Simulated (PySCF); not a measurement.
Field gradients at the hydrogen positions

C5H8F5P.
Numbering: `[CH3:1][CH2:2][P:3]([CH3:4])[C:5]([F:6])([F:7])[C:8]([F:9])([F:10])[F:11]` (hydrogens: H12, H13, H14 on C1; H15, H16 on C2; H17, H18, H19 on C4)

Structure used (GFN2-xTB), in Å, numbered top down from 1:
```
atom  x, y, z in Å
C1    -2.7902   -0.0075    0.2276
C2    -1.4110   -0.4738    0.6776
P3    -0.1440   -0.1661   -0.6482
C4     0.1428    1.6374   -0.3904
C5     1.3109   -0.7991    0.4057
F6     1.0872   -2.1002    0.7161
F7     1.4557   -0.1536    1.5915
C8     2.6288   -0.7118   -0.3707
F9     3.0176    0.5609   -0.5008
F10    2.4600   -1.1976   -1.6044
F11    3.6317   -1.3790    0.1933
H12   -3.5341   -0.2610    0.9795
H13   -2.8124    1.0699    0.0784
H14   -3.0691   -0.4886   -0.7078
H15   -1.4296   -1.5519    0.8601
H16   -1.1124    0.0311    1.6013
H17    0.9733    1.9746   -1.0074
H18    0.3397    1.8663    0.6565
H19   -0.7547    2.1592   -0.7180
```

Level: PBE0/pcSseg-1 (PySCF, non-relativistic); Q(2H) = 0.00286 b; rigid geometry, the same for H and D, with no vibrational averaging.

Q: Tabulate Vzz, the asymmetry η and χzz = 234.96 MHz × Q × Vzz for every hydrogen position.

A: 
```csv
atom,bonded to,bond length (Å),Vzz (au),η,χzz (kHz)
H12,C1,1.088,0.3149,0.02,212
H13,C1,1.088,0.3138,0.03,211
H14,C1,1.088,0.3109,0.02,209
H15,C2,1.094,0.3000,0.02,202
H16,C2,1.094,0.2991,0.02,201
H17,C4,1.088,0.3133,0.02,211
H18,C4,1.090,0.3094,0.01,208
H19,C4,1.089,0.3151,0.02,212
```

One conformer (not necessarily the lowest) at the GFN2-xTB geometry, without solvent, vibrations or thermal averaging. GFN2-xTB bond lengths can be off by several hundredths of an ångström, more for odd bonds, and the gradients follow them. With so small a basis the couplings can be 20 % off.

These values come from a run that also computed NMR shieldings. Rough CPU time on one thread of a shared machine: about 1.9 min.
